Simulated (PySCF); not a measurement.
Simulated absorption spectrum

Compound: C₅H₄F₄O.
SMILES: `F[C@@H]1C[C@]2(F)O[C@]2(F)[C@@H]1F`

Level of theory: TDDFT PBE0/def2-SVPD, vertical, gas phase, core orbitals frozen in the response in PySCF 2.14.0, density-fitted response routines. The structure is a single GFN2-xTB conformer in the gas phase; no vibrational or solvent corrections.

Computed states:

| state | E (eV) | f |
| --- | --- | --- |
| S1 | 7.63 | 0.011 |
| S2 | 7.99 | 0.0039 |
| S3 | 8.24 | 0.0025 |
| S4 | 8.83 | 0.0011 |
| S5 | 8.90 | 0.0046 |
| S6 | 8.94 | 0.015 |

Each state is given a Gaussian of 0.25 eV full width at half maximum, with ε(max) = 2.175×10⁸ f / Δν̃ (Δν̃ the width in cm⁻¹). The cross-section is σ = 3.8235×10⁻²¹ ε cm², given in Mb (10⁻¹⁸ cm²). The width is an assumption, not a result. The curve ends short of the highest state used, and states not computed would add to its high-energy end.

**Question.** Give the broadened spectrum and its maxima.

**Answer.** 
(λ (nm), σ (Mb)): (148.7, 0.69), (149.3, 0.88), (149.8, 1.01), (150.3, 1.10), (150.8, 1.14), (151.3, 1.16), (151.8, 1.18), (152.4, 1.23), (152.9, 1.31), (153.4, 1.41), (153.9, 1.53), (154.4, 1.63), (154.9, 1.68), (155.5, 1.65), (156.0, 1.56), (156.5, 1.42), (157.0, 1.28), (157.5, 1.18), (158.0, 1.17), (158.6, 1.31), (159.1, 1.58), (159.6, 1.98), (160.1, 2.49), (160.6, 3.04), (161.1, 3.56), (161.7, 4.06), (162.2, 4.30), (162.7, 4.34), (163.2, 4.17), (163.7, 3.83), (164.2, 3.35), (164.8, 2.69), (165.3, 2.13), (165.8, 1.61), (166.3, 1.17), (166.8, 0.81), (167.3, 0.54), (167.9, 0.32), (168.4, 0.19), (168.9, 0.11), (169.4, 0.06), (169.9, 0.03), (170.4, 0.02), (171.0, 0.01)

Maxima: 163 nm (7.63 eV), ε about 1100, made up of S1 (100%); 155 nm (8.00 eV), ε about 440, made up of S2 (95%) (ε in L mol⁻¹ cm⁻¹; maxima over ε = 5, shares over 10%).

**Question.** What would ε be at 7.63 eV, the highest of these maxima, with half the width (0.125 eV)?

**Answer.** About 2270 L mol⁻¹ cm⁻¹ against 1140, a factor of about 2.00; a lone state at its own centre would give exactly 2.

**Question.** Coming from long wavelengths, where does ε first pass 100 L mol⁻¹ cm⁻¹?

**Answer.** At about 168 nm (7.39 eV), 0.23 eV below S1.

Without π bonds the low states may be Rydberg-like; a valence basis with one diffuse set may place them up to an eV too high.
